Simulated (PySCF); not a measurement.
Two species compared at the same levels of theory.

First species: BGeH₆OP.
SMILES: `PB[O][GeH3]`

Second species: C₃H₂F₂N₂OSe.
InChI=1S/C3H2F2N2OSe/c4-3(5)8-2-1-6-9-7-2/h1,3H

Levels: PBE0/def2-SVPD for dipole moment, HOMO energy, LUMO energy, HOMO–LUMO gap, static isotropic polarisability and electronic spatial extent ⟨r²⟩ about the centre of nuclear charge; TDDFT PBE0/def2-SVPD for lowest singlet excitation; PBE0-D3(BJ)/def2-SVP for rotational constant A and rotational constant C. Geometries: PBE0-D3(BJ)/def2-SVP. Each structure is a single optimised conformer of the isolated species, non-relativistic unless stated. Electronic properties by PySCF.

The conformers computed, where there is a choice (atom-mapped SMILES and torsion angles):
- `[PH2:1][BH:2][O:3][GeH3:4]`: P1–B2–O3–Ge4 -3°, H–P1–B2–O3 141°, H–P1–B2–O3 44°
- `[F:1][CH:2]([F:3])[O:4][c:5]1[cH:6][n:7][se:8][n:9]1`: F1–C2–O4–C5 -132°, C2–O4–C5–C6 178°

```tsv
property	column X	column Y
dipole moment	1.45 D	2.09 D
HOMO energy	-7.52 eV	-7.08 eV
LUMO energy	-2.09 eV	-0.53 eV
HOMO–LUMO gap	5.43 eV	6.55 eV
lowest singlet excitation	4.70 eV	5.22 eV
static isotropic polarisability	77.9 au	76.0 au
electronic spatial extent ⟨r²⟩ about the centre of nuclear charge	1913 bohr²	825 bohr²
rotational constant A	3.409 GHz	8.456 GHz
rotational constant C	0.500 GHz	1.315 GHz
```

(1) Which column belongs to which species?

(2) How does each property change from the first species to the second?

## Answers

(1) Column X is the second species and column Y the first. The first has 10 atoms and 66 electrons, the second 11 and 94.

(2) dipole moment -0.64 D; HOMO energy -0.44 eV; LUMO energy -1.56 eV; HOMO–LUMO gap -1.12 eV; lowest singlet excitation -0.52 eV; static isotropic polarisability +1.9 au; electronic spatial extent ⟨r²⟩ about the centre of nuclear charge +1088 bohr²; rotational constant A -5.047 GHz; rotational constant C -0.815 GHz.

On the first: S1 lies 1.33 eV below the HOMO–LUMO gap; its leading configuration is HOMO→LUMO, weight 0.88. No computed singlet falls in the visible range (750 to 380 nm, 1.65 to 3.26 eV); S1 lies 1.96 eV above its blue end. Relativistic effects, spin–orbit coupling among them, are left out although an element past zinc is present.

On the second: No computed singlet falls in the visible range (750 to 380 nm, 1.65 to 3.26 eV); S1 lies 1.44 eV above its blue end. The polarisability is 11.55 Å³ as a volume (1 au = 0.148185 Å³), or 0.83 au for each of the 94 electrons. The calculation is non-relativistic and has no spin–orbit coupling, an omission that weighs most on selenium.
